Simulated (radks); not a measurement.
The numbers below are computed, except where a source is named.
Problem. Level of theory: scalar-relativistic Kohn-Sham, LDA (Slater exchange, Perdew-Wang correlation), spin-polarised, spherical densities, finite nucleus; open shells are filled with parallel spins first (spin-orbit coupling, left out, can overturn this in heavy ions); Fermi nuclear charge, rms radius of each element as measured or else 0.836 A^(1/3) + 0.57 fm (a radial shooting solver on a logarithmic mesh with Libxc functionals). Each species is in its NIST ground configuration. Rank Lu3+, Ta3+, Re3+, Os3+, Pt3+, Hf3+, Au3+, Hg3+, Ir3+, W3+ by mean radius of the outermost orbital (bohr), largest first.

Solution. Hf3+ 1.93, Ta3+ 1.84, W3+ 1.75, Re3+ 1.67, Os3+ 1.60, Ir3+ 1.55, Pt3+ 1.49, Au3+ 1.44, Hg3+ 1.39, Lu3+ 1.37.
